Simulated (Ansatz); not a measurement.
Species: C$_{4}$H$_{6}$B, net charge 0, doublet state. It need not be the lowest isomer of its formula. 
Structure (B3LYP-D3(BJ)/def2-TZVP (Ansatz, a quantum-chemistry and plane-wave program) minimum search):
```xyz
11

C      2.2803    -0.1283    -0.1524
C      1.0777    -0.0369    -0.0660
B     -0.4384     0.0764     0.0424
C     -1.0307     1.4358     0.4175
C     -1.3310    -1.1877    -0.2305
H      3.3378    -0.2091    -0.2284
H     -2.1000     1.5980     0.5147
H     -0.4225     2.3137     0.6076
H     -2.4012    -1.0026    -0.1274
H     -1.0554    -2.0030     0.4472
H     -1.1440    -1.5768    -1.2372
```
Charge 0, spin multiplicity 2.

Total electronic energies in hartree. Cores are frozen in the correlated levels unless marked. Open shells are spin-unrestricted. Spin-orbit coupling is left out. No relativistic terms. CBS(X,Y): correlation extrapolated as X^-3; Hartree-Fock from the larger set.

```tsv
level	program	energy (Eh)
RI-HF/cc-pVQZ	Ansatz	-179.64731
PBE/def2-TZVPD	Ansatz	-180.58533
BLYP-D4/def2-TZVPD	Ansatz + dftd4	-180.77954
revPBE-D4/def2-TZVPD	Ansatz + dftd4	-180.81884
PBE0/6-31G*	Ansatz	?
PBE0-D3(BJ)/def2-TZVPD	Ansatz + dftd3	-180.61880
CAM-B3LYP-D4/def2-TZVPD	Ansatz + dftd4	-180.74352
wB97X-V/def2-TZVPD	Ansatz	-180.79063
B2PLYP/def2-TZVPD	Ansatz	?
MP2/6-31G	Ansatz	-179.89323
MP2/cc-pVTZ	Ansatz	-180.34603
RI-MP2/cc-pVQZ	Ansatz	-180.40192
RI-MP2/CBS(cc-pVTZ,cc-pVQZ)	Ansatz	-180.4348
SCS-MP2/STO-3G	Ansatz	-177.64174
CCSD(T)/CBS(cc-pVTZ,cc-pVQZ)	Ansatz	-180.5033
```

### Question
Some entries are withheld; supply them.

### Answer

- PBE0/6-31G*, energy (Eh): -180.54387
- B2PLYP/def2-TZVPD, energy (Eh): -180.67451
